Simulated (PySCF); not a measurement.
C4HNO2.
Bonds: N1–C2 (triple), C2–C3, C3–C4 (triple), C4–C5, C5–O6 (double), C5–O7. Hydrogens: H8 on O7.

The closed-shell SCF was solved with PySCF and density fitting under several settings on one GFN2-xTB geometry (grid level 2 and gas phase unless stated).

```json
{"settings": "PBE0/pcSseg-1", "basis functions": "124", "SCF cycles": "16", "E (Eh)": "-357.7056", "HOMO (eV)": "-9.04", "LUMO (eV)": "-2.96", "dipole (D)": "3.60"}
{"settings": "PBE0/def2-SVPD", "basis functions": "154", "SCF cycles": "16", "E (Eh)": "-357.4930", "HOMO (eV)": "-9.08", "LUMO (eV)": "-3.05", "dipole (D)": "3.55"}
{"settings": "BLYP/pcJ-1, fitting basis def2-universal-jkfit", "basis functions": "199", "SCF cycles": "13", "E (Eh)": "-358.1009", "HOMO (eV)": "-7.33", "LUMO (eV)": "-3.61", "dipole (D)": "3.65"}
{"settings": "B97-D/def2-SVPD, start guess vsap", "basis functions": "154", "SCF cycles": "18", "E (Eh)": "-357.6637", "HOMO (eV)": "-7.58", "LUMO (eV)": "-3.81", "dipole (D)": "3.55"}
```

Estimate the row for these settings: PBE0/pcJ-1, energy threshold 1e-08 Eh.

| settings | basis functions | SCF cycles | E (Eh) | HOMO (eV) | LUMO (eV) | dipole (D) |
| --- | --- | --- | --- | --- | --- | --- |
| PBE0/pcJ-1, energy threshold 1e-08 Eh | 199 | 10 | -357.7448 | -9.04 | -2.96 | 3.64 |

Over all rows, what range does the HOMO–LUMO gap span?

From 3.72 eV to 6.08 eV.

And the dipole moment?

From 3.55 D to 3.65 D; the largest is 1.03 times the smallest, and the median is 3.60 D.

Compare two rows with the functional PBE0: PBE0/def2-SVPD and PBE0/pcJ-1, energy threshold 1e-08 Eh. Which energy is lower, and by how much?

PBE0/pcJ-1, energy threshold 1e-08 Eh (199 functions) lies 0.2518 Eh or 158 kcal/mol below PBE0/def2-SVPD (154 functions).

Whole jobs, the steps after the SCF included, on an Intel Xeon Platinum 8488C with one thread, no GPU (shared host):

| settings | work after the SCF | wall time | peak memory |
| --- | --- | --- | --- |
| PBE0/pcSseg-1 | shieldings, charges and field gradients, density and orbital grids written | 8.8 s | 0.54 GiB |
| PBE0/def2-SVPD | 6 singlets by full TDDFT, 2 Tamm–Dancoff triplets, polarisability, density and orbital grids written | 11 s | 0.66 GiB |
| BLYP/pcJ-1, fitting basis def2-universal-jkfit | spin–spin couplings from 8 perturbed nuclei | 13 s | 0.54 GiB |
| B97-D/def2-SVPD, start guess vsap | spin–spin couplings from 8 perturbed nuclei | 17 s | 0.50 GiB |
| PBE0/pcJ-1, energy threshold 1e-08 Eh | 12 singlets by full TDDFT, 2 Tamm–Dancoff triplets, polarisability | 13 s | 0.77 GiB |

B97-D ran without the empirical dispersion term, which would shift the total energy alone. Cycle counts include a coarse-grid stage where the run had one.

Shape of the structure used: `[N:1]#[C:2][C:3]#[C:4][C:5](=[O:6])[OH:7]`: H–O7–C5–C4 180°.

One conformer stands for the species.
